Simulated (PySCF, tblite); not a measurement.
Isomers of C6H9NSi, one GFN2-xTB conformer each. Single-point energies are computed at PBE0/pcSseg-1 (PySCF, gas phase, no added dispersion term), electronic only.

Problem. Rank them by PBE0/pcSseg-1 energy, lowest first (kJ/mol).
A. `[NH2:1][CH2:2][C:3]#[C:4][C:5]1=[CH:6][CH2:7][SiH2:8]1` with H–N1–C2–C3 -59° and 59°
B. `[N:1]#[C:2][C@H:3]1[CH:4]=[C:5]([CH2:6][SiH3:7])[CH2:8]1` with C4–C5–C6–Si7 -99°
C. `[CH:1]#[C:2][C@H:3]1[SiH2:4][CH2:5][N:6]1[CH:7]=[CH2:8]` with C5–N6–C7–C8 -15°, C2–C3–Si4–C5 108°, C3–Si4–C5–N6 8°, Si4–C5–N6–C7 -163°, C2–C3–N6–C5 -106°

Solution. B (0.0), A (98.8), C (160.5).

As drawn, the lowest has a C≡N group, which the highest lacks; the highest has a C≡C bond, which the lowest lacks. GFN2-xTB itself gives, in the same order: 0.0, 126.6, 106.6. Both levels put the same isomer lowest; measured from each level's own lowest isomer, the values differ by up to 53.9 kJ/mol (C#C[C@H]1[SiH2]CN1C=C: 106.6 against 160.5).

Problem. Which frontier levels, dipoles and rotational constants go with these structures?

Solution. 
| SMILES | HOMO (eV, PBE0/pcSseg-1) | LUMO (eV) | dipole (D) | A, B, C (MHz) |
| --- | --- | --- | --- | --- |
| N#C[C@H]1C=C(C[SiH3])C1 | -7.42 | -0.21 | 4.53 | 6444, 716.2, 706.5 |
| NCC#CC1=CC[SiH2]1 | -6.64 | -0.73 | 1.52 | 5359, 650.5, 590.2 |
| C#C[C@H]1[SiH2]CN1C=C | -5.67 | -0.27 | 1.95 | 2145, 1619, 1026 |

Problem. What happens when harmonic zero-point energies from GFN2-xTB frequencies are added?

Solution. 
```
                 SMILES  ZPE (kJ/mol)  electronic (kJ/mol)  with ZPE (kJ/mol)
N#C[C@H]1C=C(C[SiH3])C1         329.3                  0.0                0.0
      NCC#CC1=CC[SiH2]1         334.2                 98.8              103.7
  C#C[C@H]1[SiH2]CN1C=C         329.4                160.5              160.6
```

The zero-point energies span 4.9 kJ/mol. The order is unchanged.
